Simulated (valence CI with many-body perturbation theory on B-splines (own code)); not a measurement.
**Questions on In³⁴⁺**

Method: valence CI with perturbative core correlation (CI+MBPT): five valence electrons over a frozen Dirac-Fock core [Ne], radial functions for each j: 9 s, 9 p, 8 d, 6 f, 3 g, 1 h, with the one-electron correlation potential Σ1 (screened to all orders), the two-electron term Σ2, the three-electron term Σ3, Breit, model QED; selected single and double excitations, second order for the rest (own B-spline code, finite nucleus).

The last digits are not significant, and no measured levels were compared; by estimate large intervals hold to a few tenths of a per cent, small ones and those within an open d or f shell to about a per cent. Among the levels kept, up to 580 cm⁻¹ of a level comes from second order outside the variational space, and about a tenth of that is noise between levels of different J, which matters for small intervals.

Levels are named by their leading jj configuration (3d3/2^4 stands for four electrons in 3d with j = 3/2), which in mixed levels can hold well under half, so a name can repeat and another be missing.

Rates and lifetimes use the calculated energies. Strong lines usually hold to 10 to 20 %, long lifetimes can be off by a factor of two.

**Question.** What is the ground level?

**Answer.** (3s^2 3p1/2^2 3p3/2) J=3/2, composition 41 % 3s2.3p3 2P° + 34 % 3s2.3p3 4S° + 23 % 3s2.3p3 2D°, g = 1.438.

**Question.** Where does the other parity begin?

**Answer.** At (3s 3p1/2^2 3p3/2^2) J=5/2, 131.36 eV.

**Question.** Among levels below 287.58 eV, which E1 lines absorb most strongly from the ground level?

**Answer.** to (3s^2 3p1/2 3p3/2 3d3/2) J=3/2 at 6.096 nm, f = 0.276; to (3s^2 3p1/2 3p3/2 3d5/2) J=5/2 at 6.260 nm, f = 0.185; to (3s^2 3p1/2 3p3/2 3d3/2) J=5/2 at 5.974 nm, f = 0.121.

**Question.** What is the ionisation energy?

**Answer.** 2190.2 eV; NIST lists 2207 ± 8 eV (semi-empirical).

**Question.** Name the longest-lived excited levels whose lifetime is computed, and their main decay.

**Answer.** (3s^2 3p1/2 3p3/2^2) J=5/2 at 50.30 eV lives 5.84 μs, mostly by M1 to (3s^2 3p1/2^2 3p3/2) J=3/2; (3s^2 3p1/2 3p3/2^2) J=1/2 at 59.11 eV lives 1.23 μs, mostly by M1 to (3s^2 3p1/2^2 3p3/2) J=3/2; (3s^2 3p1/2 3p3/2^2) J=3/2 at 43.18 eV lives 1.12 μs, mostly by M1 to (3s^2 3p1/2^2 3p3/2) J=3/2. The lifetime of (3s^2 3p1/2 3p3/2 3d5/2) J=9/2 is too uncertain to give, and may be longer.

**Question.** What are the static dipole polarisabilities of the lowest levels?

**Answer.** (3s^2 3p1/2^2 3p3/2) J=3/2 0.0198 (tensor 0.0015); (3s^2 3p1/2 3p3/2^2) J=3/2 0.0216 (tensor 0.00051); (3s^2 3p1/2 3p3/2^2) J=5/2 0.0214; (3s^2 3p1/2 3p3/2^2) J=1/2 0.0212 bohr³, of which the core gives 0.000293.

**Question.** How well does LS coupling describe the low levels?

**Answer.** Among the lowest 20 levels the leading LS term, summed over configurations, holds 53 % on average. For single configurations the figures are 48 % in LS and 79 % in jj coupling. Terms mix most in the J = 5/2 level at 153.83 eV, where the leading one holds 30 %.
